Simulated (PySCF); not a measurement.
## Single point on KP

State: ³Σ⁻ (triplet), unpaired electrons π ↑↑.

An equivalent input (the run itself took its basis sets from the Basis Set Exchange, started from a PBE0 density and held the occupation σ 10α 10β, πx 4α 3β, πy 4α 3β):

```python
from pyscf import gto, dft
mol = gto.M(atom='K 0 0 0; P 0 0 3.037', basis={'K': 'aug-pcseg-1', 'P': 'aug-pcseg-1'},
            charge=0, spin=2, verbose=4, symmetry='C2v')
mf = dft.UKS(mol, xc='R2SCAN')
mf.grids.atom_grid = (80, 434)
mf.grids.prune = dft.gen_grid.treutler_prune
mf.irrep_nelec = {'A1': (10, 10), 'B1': (4, 3), 'B2': (4, 3)}
mf.conv_tol = 1e-9
mf.max_cycle = 60
mf.diis_space = 10
mf.kernel()
```

The log (some set-up lines and the per-cycle HOMO/LUMO lines removed):

```
******** <class 'pyscf.dft.uks_symm.SymAdaptedUKS'> ********
method = SymAdaptedUKS
damping factor = 0
level_shift factor = 0
DIIS = <class 'pyscf.scf.diis.CDIIS'>
diis_start_cycle = 1
diis_space = 10
diis_damp = 0
SCF conv_tol = 1e-09
SCF conv_tol_grad = None
SCF max_cycles = 60
number electrons alpha = 18  beta = 16
Set gradient conv threshold to 3.16228e-05
init E= -941.069525623547
cycle= 1 E= -941.069825592168  delta_E= -0.0003  |g|= 0.00279  |ddm|= 0.0923
cycle= 2 E= -941.069820988557  delta_E= 4.6e-06  |g|= 0.00384  |ddm|= 0.0221
cycle= 3 E= -941.069840270594  delta_E= -1.93e-05  |g|= 0.000453  |ddm|= 0.0126
cycle= 4 E= -941.069840741731  delta_E= -4.71e-07  |g|= 0.000206  |ddm|= 0.00384
cycle= 5 E= -941.069840840242  delta_E= -9.85e-08  |g|= 8.18e-05  |ddm|= 0.00163
cycle= 6 E= -941.069840859439  delta_E= -1.92e-08  |g|= 2.66e-05  |ddm|= 0.000838
cycle= 7 E= -941.069840861275  delta_E= -1.84e-09  |g|= 9.75e-06  |ddm|= 0.000259
cycle= 8 E= -941.069840861466  delta_E= -1.91e-10  |g|= 8.7e-07  |ddm|= 7.19e-05
Extra cycle  E= -941.069840861464  delta_E= 1.71e-12  |g|= 9.18e-07  |ddm|= 1.06e-05
converged SCF energy = -941.069840861464  <S^2> = 2.0209378  2S+1 = 3.0139262
```

Repeating this along the bond gives Re = 3.044 Å and ωe = 210 cm⁻¹.

A point of this curve took 1.2 CPU seconds beside 0.2 for the integrals, on Arm Neoverse V1 (shared host).

The state is the lowest determinant that a PBE0 search found; another state may lie lower at other levels.
